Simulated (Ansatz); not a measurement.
`C[Si](F)(F)C#N` + H₂ → `C[SiH](F)C#N` + H–F  (hydrogenolysis of the Si–F bond)

Gas-phase electronic energies from Ansatz, PBE0-D4/def2-TZVP geometries. CCSD(T)/CBS is the MP2 limit (def2-TZVPP, def2-QZVPP) plus CCSD(T) − MP2 in def2-TZVPP, frozen cores. This one scheme is used for every species. Functionals use def2-TZVPP.

```
         level  ΔE (kcal/mol)
       r2SCAN0           32.5
MP2/def2-TZVPP           32.1
```

What does CCSD(T)/CBS give? (An estimate is asked.)

Ansatz gave: +31.3 kcal/mol. The listed levels differ from it by 1.2, 0.8 kcal/mol.

What do rigid-rotor, harmonic-oscillator terms from PBE0-D4/def2-TZVP frequencies (298.15 K, 1 bar) make of the CCSD(T)/CBS value? (Estimate.)

Ansatz gave: ΔZPE = +2.9 kcal/mol, ΔH = +33.7 kcal/mol, ΔS = 24 J/(mol·K), ΔG = +32.0 kcal/mol.

Largest T1 diagnostic among the species: 0.012.

At CCSD(T), def2-SVP lies −2.9 kcal/mol from the extrapolated value and def2-TZVPP +0.0 kcal/mol. The D4 term adds +0.8 kcal/mol with B3LYP and +0.4 kcal/mol with PBE0; it sums over pairs of atoms, weighted by their polarisabilities, and B3LYP, whose exchange is more repulsive, gets the larger term. Leaving LDA and LC-ωPBE aside and taking each functional with its dispersion term where it has one, the values, not all of them listed here, spread over 4.1 kcal/mol, from HSE06-D4 to B97M-V. LDA lies +1.1 kcal/mol from PBE without D4.

B3LYP here is the variant with VWN-RPA as its local correlation; programs differ in this.
